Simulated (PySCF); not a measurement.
Spinor energies of Ho²⁺ (holmium, charge +2)

Start: [Xe] 4f11; 4f5/2 filled at m_j = -5/2, -3/2, -1/2, +1/2, +3/2, +5/2; 4f7/2 filled at m_j = -1/2, +1/2, +3/2, +5/2, +7/2. Calculated with PySCF 2.14 in x2c-SVPall-2c (7s10p9d3f1g, 112 functions): generalised Hartree-Fock with the X2C-1e Hamiltonian and a Gaussian nucleus; one run each with spin-orbit coupling (SO) switched off, then screened by Boettger's factors.

| spinor shell | electrons | ε, spin-free (eV) | ε, screened SO (eV) | weight of nominal j (screened SO) | rms radius, screened SO (bohr) |
| --- | --- | --- | --- | --- | --- |
| 1s1/2 | 2 | -55909.7 | -55897.5 | 1.000 | 0.0236 |
| 2s1/2 | 2 | -9489.3 | -9485.6 | 1.000 | 0.0952 |
| 2p1/2 | 2 | -8405.2 | -9011.6 | 1.000 | 0.0814 |
| 2p3/2 | 4 | -8405.2 | -8149.1 | 1.000 | 0.0881 |
| 3s1/2 | 2 | -2183.0 | -2181.8 | 1.000 | 0.245 |
| 3p1/2 | 2 | -1845.2 | -1974.3 | 1.000 | 0.236 |
| 3p3/2 | 4 | -1845.2 | -1789.8 | 1.000 | 0.250 |
| 3d3/2 | 4 | -1414.1 | -1438.0 | 0.999 | 0.223 |
| 3d5/2 | 6 | -1414.1 | -1397.1 | 1.000 | 0.227 |
| 4s1/2 | 2 | -467.43 | -467.07 | 1.000 | 0.552 |
| 4p1/2 | 2 | -353.75 | -383.85 | 0.997 | 0.567 |
| 4p3/2 | 4 | -353.75 | -340.71 | 0.999 | 0.597 |
| 4d3/2 | 4 | -197.00 | -204.00 | 0.953 | 0.640 |
| 5s1/2 | 2 | -74.987 | -74.929 | 1.000 | 1.38 |
| 5p1/2 | 2 | -45.785 | -49.845 | 0.991 | 1.56 |
| 5p3/2 | 4 | -45.785 | -44.054 | 0.995 | 1.67 |
| 4f5/2 | 6 | -27.493 | -28.312 | 0.705 | 0.912 |
| 4f7/2 | 5 | -27.493 | -26.380 | 0.701 | 0.933 |

Problem. Where does 4d5/2 lie, and what is the 4d spin-orbit splitting (screened SO)?

Solution. At -192.04 eV, 11.960 eV above 4d3/2.

```tsv
quantity	spin-free	screened SO
E (hartree)	-12606.11202	-12615.96065
M_J	15/2	15/2
⟨J²⟩	63.758	63.758
⟨L²⟩	42.004	42.391
⟨S²⟩	3.754	3.775
```

Each row is a mean over spinors that exchange with the open shell spreads, by up to 14.191 eV (4d5/2).

Rows whose weight is well below 1 are mixtures of j = l ± 1/2: exchange outweighs spin-orbit coupling there, and the label is only the starting occupation.

Breit and QED terms are absent; they matter most for the inner s and p1/2 levels.

Densities and radii are taken from the X2C orbitals without a picture-change correction, which distorts them close to the nucleus.

Without spin-orbit coupling the j labels of p, d and f shells carry no meaning; the spin-free column gives the mean over the occupied spinors of each nl shell.
